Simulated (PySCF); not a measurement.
System: sum formula H$_{7}$Si$_{2}$O$_{3}$, charge 1, multiplicity 1. It need not be the lowest isomer of its formula. 
Geometry from a B3LYP-D3(BJ)/def2-TZVP (Ansatz) optimisation:
```xyz
12

O      0.2161    -1.0251    -1.5257
Si    -0.2492    -0.2106    -0.2105
O     -1.8119    -0.3441     0.1764
O      0.2614    -1.5703     0.9322
Si     0.8948     1.7592     0.3613
H      0.4860    -0.6358    -2.3627
H     -2.4571     0.3690     0.1613
H     -0.4257    -1.9115     1.5319
H      0.7626    -2.3039     0.5336
H      2.3330     1.4547     0.2404
H      0.4893     2.0927     1.7397
H      0.4482     2.7699    -0.6178
```
Charge +1, spin multiplicity 1.

Dispersion corrections to the total energy (kcal/mol) from the dftd3 and dftd4 libraries through PySCF: D3(BJ) without and D4 with the three-body term, each with the damping fitted for the functional named.

| functional | D3(BJ) | D4 |
|---|---|---|
| HSE06 | -4.22 | -4.33 |
| CAM-B3LYP | -4.98 | -4.72 |
| HF | -43.49 | ? |
| BLYP | ? | -11.78 |
| PBE | -5.79 | ? |
| PBE0 | -5.21 | -4.62 |
| TPSSh | -6.95 | -6.63 |

Problem. Fill in the missing entries.

Solution. 
- HF, D4: -18.19
- BLYP, D3(BJ): -12.59
- PBE, D4: -5.43
